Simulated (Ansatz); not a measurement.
Born–Oppenheimer molecular dynamics of Cl2H2OSn (6 atoms, charge 0, multiplicity 1). It starts at the highest image of a converged band. Of that band: Neighbouring images differ by up to 1.6 eV, so the band resolves the path poorly. A vibrational analysis at the climbing image gives one clearly imaginary mode, 1150i cm⁻¹: a first-order saddle point.

The calculation used RKS CAM-B3LYP-D4/def2-SVP in Ansatz 0.2.0.

| Item | Value |
| --- | --- |
| ensemble | NVE (velocity Verlet) |
| time step | 0.5 fs |
| steps asked | 126 |
| starting velocities drawn for | 300 K |
| seed | 7459 |

First frame:

```xyz
6
Properties=species:S:1:pos:R:3
Sn -0.344 -0.061 0.552
H 0.987 -0.019 1.704
Cl 2.232 0.149 0.340
O -1.104 1.491 -0.375
H -1.347 1.311 -1.294
Cl -0.931 -1.870 -0.830
```

(1) How far do the bonds stretch over the last three quarters of this one trajectory? (Pairs bonded in most of those frames.)

Answers

(1) 
```
   bond  mean (Å)  spread (Å)  shortest  longest
 Sn1–H2     1.785       0.102      1.62     1.99
Sn1–Cl3     2.344       0.097      2.22     2.50
 Sn1–O4     1.969       0.009      1.95     1.98
Sn1–Cl6     2.351       0.018      2.32     2.37
  O4–H5     0.968       0.014      0.94     0.99
```

Mean temperature of the second half: 1864 K. The conserved energy stayed within 0.22 meV per atom of its start (net change -0.1 meV per atom), so the integration is sound. The kinetic energy rose, since the run started high on the potential surface and went downhill. A run of 0.063 ps of so small a system gives no equilibrium averages. The orbitals stay closed-shell, which can raise the energy where a bond breaks towards radicals; this wasn't checked here.

The run took 6.4 min on 2 threads of Intel(R) Xeon(R) Platinum 8259CL CPU @ 2.50GHz (Skylake/Cascade Lake), with other jobs on the host, peak memory 0.25 GiB.
